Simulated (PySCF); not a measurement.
Species: aminodifluoroborane, BF2H2N.
Bonds: N1–B2, B2–F3, B2–F4. Hydrogens: H5, H6 on N1.

Torsions of this conformer, `[NH2:1][B:2]([F:3])[F:4]`: H–N1–B2–F3 180°, H–N1–B2–F3 0°.

The closed-shell ground state was solved at several levels (PySCF, density fitting, gas phase, non-relativistic). Isolated species at its PBE0-D3(BJ)/def2-SVP geometry, gas phase.

```json
{"level": "B97-2/pcJ-1", "basis functions": "128", "total energy (Eh)": "-280.5827", "HOMO (eV)": "-8.32", "LUMO (eV)": "1.31", "gap (eV)": "9.63", "dipole (D)": "2.84"}
{"level": "B3LYP/aug-cc-pVTZ-J", "basis functions": "224", "total energy (Eh)": "-280.7946", "HOMO (eV)": "-8.45", "LUMO (eV)": "-0.63", "gap (eV)": "7.82", "dipole (D)": "2.68"}
{"level": "KT2/pcJ-1", "basis functions": "128", "total energy (Eh)": "-284.6115", "HOMO (eV)": "-7.09", "LUMO (eV)": "0.36", "gap (eV)": "7.45", "dipole (D)": "2.77"}
{"level": "B3LYP/pcJ-2", "basis functions": "252", "total energy (Eh)": "-280.8090", "HOMO (eV)": "-8.44", "LUMO (eV)": "0.09", "gap (eV)": "8.53", "dipole (D)": "2.74"}
{"level": "PBE0/pcJ-1", "basis functions": "128", "total energy (Eh)": "-280.3836", "HOMO (eV)": "-8.60", "LUMO (eV)": "1.33", "gap (eV)": "9.93", "dipole (D)": "2.85"}
{"level": "PBE/pcJ-1", "basis functions": "128", "total energy (Eh)": "-280.3782", "HOMO (eV)": "-7.01", "LUMO (eV)": "0.43", "gap (eV)": "7.44", "dipole (D)": "2.79"}
{"level": "B3LYP/pcSseg-2", "basis functions": "172", "total energy (Eh)": "-280.8002", "HOMO (eV)": "-8.44", "LUMO (eV)": "0.00", "gap (eV)": "8.44", "dipole (D)": "2.74"}
{"level": "PBE0/pcSseg-1", "basis functions": "78", "total energy (Eh)": "-280.3563", "HOMO (eV)": "-8.62", "LUMO (eV)": "1.28", "gap (eV)": "9.90", "dipole (D)": "2.82"}
```

Q: Estimate the row for B3LYP/6-31G*, a basis of 60 functions; the other rows only guide the guess.

A: Total energy -280.6503 Eh, HOMO -7.84 eV, LUMO 2.08 eV, gap 9.92 eV, dipole 2.64 D.

Q: How much does the basis alone move the frontier levels among the 4 B3LYP rows (the withheld one included)?

A: The HOMO by 0.61 eV and the LUMO by 2.71 eV. By rising basis size (HOMO, LUMO in eV): 6-31G* -7.84, 2.08; pcSseg-2 -8.44, 0.00; aug-cc-pVTZ-J -8.45, -0.63; pcJ-2 -8.44, 0.09.

Q: In the pcJ-1 basis, how does the gap go with the fixed share of exact exchange?

A: PBE (0 %) 7.44 eV; KT2 (0 %) 7.45 eV; B97-2 (21 %) 9.63 eV; PBE0 (25 %) 9.93 eV. Each rise in the share widens the gap here.

Q: How far do the dipole and the HOMO energy spread over the levels?

A: The dipole runs from 2.64 to 2.85 D (mean 2.76 D) and the HOMO from -8.62 to -7.01 eV.
